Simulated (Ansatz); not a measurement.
System: sum formula VO$_{2}$F (charge 0, singlet). SMILES: [V](=[O])(=[O])[F]
Geometry: optimised at B3LYP-D3(BJ)/def2-TZVP (Ansatz, a quantum-chemistry and plane-wave program).

Property: atomisation energy (electronic, to ground-state atoms), in kJ/mol. Valence correlation only, unless marked. UHF or UKS for open shells. Spin-orbit coupling is left out. Frozen are the shells of the preceding noble gas and the d and f shells that filled before the atom's block. No relativistic terms. The coupled-cluster limit lacks core correlation, which all-electron functionals hold. Basis-set limits of correlation are two-point, X^-3; Hartree-Fock from the larger set. [CCSD(T)-MP2]/basis is that difference in the basis named. The program attaches cautions to a run behind CCSD/def2-TZVPPD: large difference. The program attaches cautions to a run behind RI-MP2/CBS(def2-TZVPPD,def2-QZVPPD)+[CCSD(T)-MP2]/def2-TZVPPD: large difference.

The Hartree-Fock reference is unstable (checked in the largest basis), which strains HF and MP2. The T1 diagnostic of CCSD in the largest basis is 0.041, which is high, so the coupled-cluster rows are less sure than usual.

```tsv
level	program	atomisation energy (kJ/mol)
SVWN5/def2-TZVPD	Ansatz	2268.8
BLYP-D4/def2-TZVPD	Ansatz + dftd4	?
r2SCAN/def2-TZVPD	Ansatz	?
PBE0/def2-QZVPP	Ansatz	?
LC-wPBE-D3(BJ)/def2-TZVPD	Ansatz + dftd3	1706.6
wB97X/def2-TZVPD	Ansatz	1673.3
B2GP-PLYP-D4/def2-TZVPD	Ansatz + dftd4	1750.0
B2GP-PLYP/def2-TZVPD	Ansatz	1747.2
RPA@PBE/def2-TZVPP	Ansatz	?
CCSD/def2-TZVPPD	Ansatz	1459.2
RI-MP2/CBS(def2-TZVPPD,def2-QZVPPD)+[CCSD(T)-MP2]/def2-TZVPPD	Ansatz	1698.8
```

What belongs in the gaps?


- BLYP-D4/def2-TZVPD, atomisation energy (kJ/mol): 1909.7
- r2SCAN/def2-TZVPD, atomisation energy (kJ/mol): 1828.1
- PBE0/def2-QZVPP, atomisation energy (kJ/mol): 1674.5
- RPA@PBE/def2-TZVPP, atomisation energy (kJ/mol): 1575.4
